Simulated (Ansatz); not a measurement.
Start from `CN[SiH2]O` and change one atom or group to get `CN[SiH](C)O`.

Ansatz, PBE0-D4/def2-TZVP geometries, multiplicity 1. Each molecule was computed in one conformer, which needn't be the lowest.

| property | `CN[SiH2]O` |
| --- | --- |
| size of the dipole moment (ωB97M-V/def2-TZVPP) / D | 2.03 |
| LUMO energy (PBE/def2-TZVPP) / eV | -0.23 |
| HOMO–LUMO gap (PBE/def2-TZVPP) / eV | 5.37 |
| zero-point energy (PBE0-D4/def2-TZVP) / kJ/mol | 225.9 |
| ideal-gas entropy at 298 K and 1 bar (rigid rotor, harmonic PBE0-D4/def2-TZVP) / J/(mol·K) | 328 |
| HOMO energy (ωB97M-V/def2-TZVPP) / eV | -9.35 |

(1) Give the same properties after the change, and the shifts. (An estimate is asked.)

## Answers

(1) Computed: 
```json
{"property": "size of the dipole moment (ωB97M-V/def2-TZVPP) / D", "`CN[SiH](C)O`": "1.76", "shift": "-0.27"}
{"property": "LUMO energy (PBE/def2-TZVPP) / eV", "`CN[SiH](C)O`": "0.07", "shift": "0.30"}
{"property": "HOMO–LUMO gap (PBE/def2-TZVPP) / eV", "`CN[SiH](C)O`": "5.44", "shift": "0.07"}
{"property": "zero-point energy (PBE0-D4/def2-TZVP) / kJ/mol", "`CN[SiH](C)O`": "300.5", "shift": "74.6"}
{"property": "ideal-gas entropy at 298 K and 1 bar (rigid rotor, harmonic PBE0-D4/def2-TZVP) / J/(mol·K)", "`CN[SiH](C)O`": "370", "shift": "42"}
{"property": "HOMO energy (ωB97M-V/def2-TZVPP) / eV", "`CN[SiH](C)O`": "-9.11", "shift": "0.24"}
```

With PBE0 the HOMO rises by 0.23 eV and the LUMO rises by 0.29 eV, so the gap widens by about 0.06 eV. PBE moves the HOMO by 0.23 eV and ωB97M-V by 0.24 eV. The zero-point energy changes by 74.6 kJ/mol with +9 modes. Dipoles are sizes alone; their direction can turn. Modes under 60 cm⁻¹, often nearly free rotors, make the harmonic entropy too high.
